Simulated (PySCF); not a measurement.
Constitutional and geometric isomers with formula C2H6Si. Isolated molecules, 0 K electronic values unless said otherwise. Strings in code marks are SMILES.

The four lowest singlet excitations (Tamm–Dancoff). Calculation: B3LYP-D3(BJ)/def2-TZVP in PySCF. B3LYP has the VWN-RPA correlation part, as in Gaussian. Excitations are Tamm–Dancoff values on a coarser integration grid. The basis has no diffuse functions, so Rydberg states are missing or too high.

```json
[
 {"state": "S1", "energy (eV)": "5.66", "wavelength (nm)": "219", "oscillator strength": "0.345"},
 {"state": "S2", "energy (eV)": "5.71", "wavelength (nm)": "217", "oscillator strength": "0.029"},
 {"state": "S3", "energy (eV)": "6.25", "wavelength (nm)": "198", "oscillator strength": "0.055"},
 {"state": "S4", "energy (eV)": "6.69", "wavelength (nm)": "185", "oscillator strength": "0.000"}
]
```

Q: Name which member gives these states.
A. `CC=[SiH2]`
B. `C1C[SiH2]1`
C. `C=[SiH]C`
D. `C=C[SiH3]`

A: C, `C=[SiH]C`
